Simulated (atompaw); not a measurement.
# oxygen (O): one change to a PAW (atompaw) potential, before and after

- Element: oxygen (O)
- Generator: atompaw 4.2.0.5
- Type: PAW
- Functional: PBE
- Relativity: scalar-relativistic
- Frozen core: [He]
- Valence charge: 6
- Reference configuration: 2s2 2p4
- Partial waves: 2s (bound): rc 0.95 bohr; 2s channel at 1.25 Ry: rc 1.55 bohr; 2p (bound): rc 1.45 bohr; 2p channel at 1.8 Ry: rc 1.55 bohr; 3d channel at 0.3 Ry: rc 1.55 bohr; 3d channel at 1.5 Ry: rc 1.55 bohr
- Local potential: bessel scheme, radius 1.25 bohr
- Core correction: smooth core density matched at 1.40 bohr
- Augmentation charge: sinc compensation charge, radius 1.50 bohr; PAW radius 1.55 bohr; waves and projectors: custom rrkj gramschmidtortho

All-electron outer shells of the reference configuration (PBE, scalar-relativistic, ld1.x):

```csv
shell,level (eV),outermost node (bohr),outermost maximum (bohr)
1s,-514.70,–,0.13
2s,-23.96,0.28,0.87
2p,-9.03,–,0.82
```

Change: all radii scaled by about 1.30 (s 1.24, p 1.88, d 2.02 bohr); local potential bessel scheme, radius 1.62 bohr; augmentation sinc compensation charge, radius 1.96 bohr; PAW radius 2.02 bohr; waves and projectors: custom rrkj gramschmidtortho; core correction smooth core density matched at 1.82 bohr.

Cutoffs: the cutoffs (Ry, on a coarse ladder) from which the occupation-weighted sum of valence levels, in a spherical-Bessel basis at the reference potential, stays within 10 and 1 mRy of its value at 400 Ry; they do not see the model core or the augmentation charge, which bear on the density cutoff.

Task: What does the change do?

Result: The potential gets softer (35 Ry and 60 Ry → 25 Ry and 35 Ry); neither file shows a bound ghost. A larger radius leaves more room for a smooth pseudo-wave, so fewer plane waves are needed.

| quantity | base | changed |
| --- | --- | --- |
| cutoff, loose | 35 Ry | 25 Ry |
| cutoff, tight | 60 Ry | 35 Ry |
| loose cutoff by channel (10 mRy a level) | s 15 Ry, p 25 Ry | s 21 Ry, p 18 Ry |
| bound ghosts | none | none |
| lowest overlap eigenvalue by channel | s 0.20, p 0.50, d 0.98 | s 0.11, p 0.82, d 0.98 |

 The cutoffs see the waves, projectors and local potential, not the compensation charge or the core.
